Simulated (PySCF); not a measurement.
(1S)-1-bromo-1-chloroethane (C2H4BrCl), SMILES Br[C@H](Cl)C.

Coordinates come from a B3LYP-D3(BJ)/def2-SVP optimisation.

Two levels are set side by side: TDA-PBE/def2-SVPD (PySCF) and TDA-LC-ωPBE/def2-SVPD (PySCF). Vertical, same geometry. The lowest singlet is HOMO−1→LUMO 65 %, HOMO→LUMO 32 % with PBE and HOMO−1→LUMO 81 % with the other functional; states are paired by order. Differences are taken from unrounded values.

```tsv
quantity	TDA-LC-ωPBE	TDA-PBE	TDA-PBE minus TDA-LC-ωPBE
lowest singlet excitation (eV)	6.03	5.38	-0.65
lowest triplet excitation (TDA) (eV)	5.24	4.76	-0.48
```

Functionals without exact exchange tend to place singlet excitations lower, as here. Differences between two approximate levels are no errors against the true value.

Rough cost on one machine, each run with all the roots and properties that it gave: TDA-LC-ωPBE against TDA-PBE about 4 times.
